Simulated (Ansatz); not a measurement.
[V(H2O)6]2+ (VO₆H₁₂²⁺). Total charge 2; quartet. Geometry PBE-D4/def2-SVP, basis def2-TZVP, Ansatz.

```
run  HOMO (eV)  LUMO (eV)
  A     -11.45      -9.26
  B     -15.55      -7.33
  C     -13.56      -7.98
  D     -13.15      -8.34
  E     -11.93      -8.56
```

HSE06 is defined as in plane-wave codes, on full-range PBE exchange.

HOMO and LUMO are taken over both spins.

The runs used BHLYP, HSE06, PBE, PBE0, r2SCAN. Estimate which is which.

A PBE (0 % exact exchange); B BHLYP (50 % exact exchange); C PBE0 (25 % exact exchange); D HSE06 (range-separated); E r2SCAN (0 % exact exchange). Exact exchange lowers occupied and raises empty levels; among semilocal functionals meta-GGAs tend to open the gap a little, and such runs are hard to tell apart. The gap grows from 2.19 eV (PBE) to 8.21 eV (BHLYP).
